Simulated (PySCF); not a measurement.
# SMILES CC(C)O[C@@H]1C[C@H]1F, C6H11FO

Geometry:
| atom | x (Å) | y (Å) | z (Å) |
| --- | --- | --- | --- |
| C1 | -1.821 | -1.074 | -0.185 |
| C2 | -1.020 | 0.194 | 0.114 |
| C3 | -1.751 | 1.086 | 1.110 |
| O4 | 0.248 | -0.114 | 0.699 |
| C5 | 1.218 | -0.542 | -0.190 |
| C6 | 2.643 | -0.168 | 0.107 |
| C7 | 1.930 | 0.472 | -1.041 |
| F8 | 2.286 | 0.108 | -2.308 |
| H9 | -1.330 | -1.676 | -0.945 |
| H10 | -1.919 | -1.667 | 0.722 |
| H11 | -2.811 | -0.809 | -0.544 |
| H12 | -0.853 | 0.747 | -0.824 |
| H13 | -2.705 | 1.404 | 0.699 |
| H14 | -1.922 | 0.538 | 2.033 |
| H15 | -1.149 | 1.962 | 1.336 |
| H16 | 1.047 | -1.516 | -0.643 |
| H17 | 2.829 | 0.443 | 0.975 |
| H18 | 3.408 | -0.896 | -0.113 |
| H19 | 1.659 | 1.519 | -1.009 |

Computed with GIAO wB97X-D/pcSseg-1 magnetisability, rotational g tensor and spin-rotation constants, non-relativistic, gas phase in PySCF 2.14.0. Geometry: GFN2-xTB.

Problem. What are the magnetisability and the molar susceptibility?

Solution. Isotropic -1382 × 10⁻³⁰ J/T², or -83.2 × 10⁻⁶ cm³/mol; principal values -1554, -1321, -1271 × 10⁻³⁰ J/T², anisotropy 262 × 10⁻³⁰ J/T² (root of half the summed squared differences of the principal values). The susceptibility is in cgs units.

Problem. Split it along the inertial axes a, b, c into diamagnetic and paramagnetic parts about the centre of mass, with the quadrupole moment.

Solution. 
```tsv
axis	χ (10⁻⁶ cm³/mol)	diamagnetic (10⁻⁶ cm³/mol)	paramagnetic (10⁻⁶ cm³/mol)	summed x² of all electrons (Å²)	quadrupole Θ (D Å)
a	-86.7	-434.6	347.9	244.4	-1.60
b	-85.0	-1218.2	1133.1	59.7	-1.16
c	-77.9	-1289.9	1212.0	42.8	+2.76
```
Anisotropies 2χaa − χbb − χcc = -10.3 and 2χbb − χaa − χcc = -5.5 × 10⁻⁶ cm³/mol. Θ is traceless in Buckingham's convention.

Problem. And the rotational g tensor?

Solution. 
| axis | rotational constant (GHz) | g | nuclear part | electronic part |
| --- | --- | --- | --- | --- |
| a | 3.8055 | 0.0000 | 0.6220 | -0.6220 |
| b | 1.0755 | -0.0009 | 0.5716 | -0.5725 |
| c | 1.0077 | -0.0053 | 0.5685 | -0.5738 |

Asymmetric top; isotopes 12C, 19F, 1H, 16O; no vibrational averaging.
